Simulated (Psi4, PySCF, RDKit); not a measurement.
Torsional profile of CH₇FGeSi, SMILES [GeH3][SiH2]CF. Scanned: dihedral F1–C2–Si3–Ge4; all other coordinates were relaxed at GFN2-xTB. Points at φ and −φ are mirror images. Heavy atoms are numbered in the order of the SMILES FC[SiH2][GeH3], hydrogens after them in the order of the atoms that carry them; the mirror image has the same energies with the sign of each dihedral reversed.

Levels: RHF/6-31G* = restricted Hartree-Fock/6-31G*, spherical d, density fitting // GFN2-xTB (PySCF 2.14.0); UFF // GFN2-xTB (RDKit); RKS-B3LYP/6-31G* = restricted B3LYP/6-31G*, spherical d, density fitting // GFN2-xTB in PySCF 2.14.0; MP2/cc-pVTZ = Psi4 1.11 with DF-MP2 (frozen core)/cc-pVTZ // GFN2-xTB.

Energies relative to the lowest point of each profile, in mEh; the last columns give the difference from MP2:

```csv
φ / °,RHF/6-31G*,UFF,RKS-B3LYP/6-31G*,MP2/cc-pVTZ,RHF/6-31G* − MP2/cc-pVTZ,UFF − MP2/cc-pVTZ,RKS-B3LYP/6-31G* − MP2/cc-pVTZ
-150,2.3,1.5,1.8,2.1,0.2,-0.6,-0.3
-120,3.9,3.0,3.8,4.0,-0.1,-1.0,-0.2
-90,2.1,1.5,2.3,2.2,-0.1,-0.7,0.1
-60,0.0,0.8,0.0,0.0,0.0,0.8,0.0
-30,1.4,5.8,0.9,1.2,0.2,4.6,-0.3
0,2.8,8.3,2.1,2.5,0.3,5.8,-0.4
30,1.4,5.8,0.9,1.2,0.2,4.6,-0.3
60,0.0,0.8,0.0,0.0,0.0,0.8,0.0
90,2.1,1.5,2.3,2.2,-0.1,-0.7,0.1
120,3.9,3.0,3.8,4.0,-0.1,-1.0,-0.2
150,2.3,1.5,1.8,2.1,0.2,-0.6,-0.3
180,0.8,0.0,0.3,0.4,0.4,-0.4,-0.2
```

RHF/6-31G* is furthest from MP2/cc-pVTZ at 180 (0.4 mEh, above); its mean absolute difference over the points is 0.2 mEh.

UFF is furthest from MP2/cc-pVTZ at 0 (5.8 mEh, above); its mean absolute difference over the points is 1.8 mEh.

RKS-B3LYP/6-31G* is furthest from MP2/cc-pVTZ at 0 (-0.4 mEh, below); its mean absolute difference over the points is 0.2 mEh.
